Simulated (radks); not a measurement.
Values are calculated unless marked as measured or tabulated.
Isoelectronic series with 1 electrons, each ion in its NIST ground configuration. Code: a radial shooting solver on a logarithmic mesh with Libxc functionals. Model: scalar-relativistic Kohn-Sham, PBE, spin-polarised, spherical densities, finite nucleus; open shells are filled with parallel spins first; Fermi nuclear charge, rms radius of each element as measured or else 0.836 A^(1/3) + 0.57 fm. Total energies (hartree) and mean radii <r> (bohr):

ion    configuration  E (hartree)   1s up
H                1s1     -0.50000   1.542
He+              1s1     -1.99388  0.7605
Li2+             1s1     -4.48784  0.5047
Be3+             1s1     -7.98248  0.3776
B4+              1s1    -12.47840  0.3016
C5+              1s1    -17.97634  0.2510
N6+              1s1    -24.47719  0.2150
O7+              1s1    -31.98200  0.1880
F8+              1s1    -40.49197  0.1670
Ne9+             1s1    -50.00847  0.1502
Mg11+            1s1    -72.06743  0.1250
Al12+            1s1    -84.61346  0.1153
Si13+            1s1    -98.17318  0.1070
